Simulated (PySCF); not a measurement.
# From computed data to an observable: chemical shift, span and skew from a shielding tensor

SiOBr2, SMILES O=[Si](Br)Br. Atoms are numbered in the order given.

```xyz
4

Si     0.0000     0.0000     0.8348
O      0.0000     0.0000     2.3627
Br     0.0000    -1.7909    -0.4370
Br     0.0000     1.7909    -0.4370
```

Coordinates come from a B3LYP-D3(BJ)/def2-SVP optimisation.

GIAO shieldings from KT2/pcSseg-1 (PySCF), non-relativistic, no solvent. The symmetric part of the tensor of Si1 has the principal values 157.4, 319.2, 562.3 ppm. The same nucleus in TMS has σ = 361.9 ppm at this level (PySCF, at its B3LYP-D3(BJ)/def2-TZVP geometry). Without spin–orbit terms, shifts of atoms bonded to Cl or Br come out too high.

Question: Work out the isotropic shielding, the ²⁹Si shift against TMS, the span and the skew.

Answer: 
σ(iso) = (σ11 + σ22 + σ33)/3 = 346.3 ppm. δ = σ(ref) − σ(iso) = 361.9 − (346.3) = 15.6 ppm.
Span Ω = σ33 − σ11 = 404.9 ppm. Skew κ = 3(σ(iso) − σ22)/Ω = 0.20. Tumbling in solution averages the tensor to δ; in a static solid the shielding alone would spread this spin-1/2 line over Ω.
